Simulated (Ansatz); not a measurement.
Gas-phase electronic energies from Ansatz, PBE0-D4/def2-TZVP geometries. CCSD(T)/CBS adds triple-zeta CCSD(T) − MP2 to the extrapolated MP2 energy (def2 sets, frozen cores). Functionals use def2-TZVPP. B3LYP here is the variant with VWN-RPA as its local correlation; programs differ in this. HSE06 is defined as in plane-wave codes. For Ge outer-core shells are correlated without core-valence functions, which leaves a few kJ/mol of doubt a bond. Scalar relativity is left out up to krypton. Each species was taken in one conformer, which may not be the lowest.

Reaction (redistribution): `F[SiH2][NH][GeH3]` + `N[Si](N)(O)Cl` → `Cl[SiH2][NH][GeH3]` + `N[Si](N)(O)F`

Q: Is it downhill or uphill in electronic energy at CCSD(T)/CBS, and by how much? (An estimate is asked.)

A: The calculation gave: Downhill: ΔE = -6.3 kJ/mol.

Q: What do these levels give: r2SCAN-D4, HSE06-D4, B2PLYP, r2SCAN, B3LYP, BHLYP, LC-ωPBE, MP2/def2-SVP, CCSD/def2-SVP, CCSD(T)/def2-TZVPP, MP2/def2-QZVPP, MP2/CBS(def2)? (An estimate is asked.)

A: Computed: r2SCAN-D4 -5.9, HSE06-D4 -6.1, B2PLYP -5.7, r2SCAN -6.0, B3LYP -6.3, BHLYP -7.6, LC-ωPBE -5.6, MP2/def2-SVP -5.2, CCSD/def2-SVP -7.2, CCSD(T)/def2-TZVPP -6.5, MP2/def2-QZVPP -4.7, MP2/CBS(def2) -4.6 kJ/mol.

Largest T1 diagnostic among the species: 0.012.

Leaving LDA and LC-ωPBE aside and taking each functional with its dispersion term where it has one, the values, not all of them listed here, spread over 3.2 kJ/mol, from r2SCAN0-D4 to revPBE-D4.
